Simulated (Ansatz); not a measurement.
P₂, charge -1, doublet, at a GFN2-xTB geometry (a state made from the parent by changing its charge; the spin is typed, not shown lowest) (a gas-phase anion, which may not be bound at this level); B2PLYP/cc-pVDZ run with Ansatz (a quantum-chemistry and plane-wave program).

The Ansatz input:
Ansatz 0.2 input:
```yaml
crystal:
  periodic: [false, false, false]
  atoms:
    - {symbol: P, position_ang: [-0.00000000, -0.00000000, -0.99122351]}
    - {symbol: P, position_ang: [0.00000000, 0.00000000, 0.99122351]}
basis:
  gaussian:
    orbitals: cc-pVDZ
hamiltonian:
  xc: {name: B2PLYP}
total_charge: -1
magnetization: {spin_polarized: true, initial_magnetization: 1}
```

Output, abridged:

```
Functional definition: B2PLYP
386 factors; integrals over basis functions are off by at most 1.2e-3 eV
mean field evaluation 1: about -18567.5066 eV, gradient 5.3e0 eV
mean field evaluation 2: about -18567.6180 eV, gradient 5.6e0 eV
mean field evaluation 4: about -18567.9024 eV, gradient 4.7e-1 eV
mean field evaluation 8: about -18567.9085 eV, gradient 1.4e-3 eV
mean field evaluation 16: about -18567.9085 eV, gradient 9.8e-7 eV
mean field evaluation 32: about -18567.9083 eV, gradient 6.0e-2 eV
mean field -18567.90853553 eV, -682.3580529003 hartree, gradient 1.0e-6 eV, S^2 0.757069; 4 other end points of the search recorded, 0 dependent functions left out
10 core orbitals not correlated
reference -18567.90864700 eV, -682.3580569969 hartree; 6, 5 occupied and 20, 21 virtual orbitals, 386 factors
second order -7.81096244 eV of doubles, -0.00000000 eV of singles
Total energy: -18570.01760686 eV, -682.4355598422 hartree
```
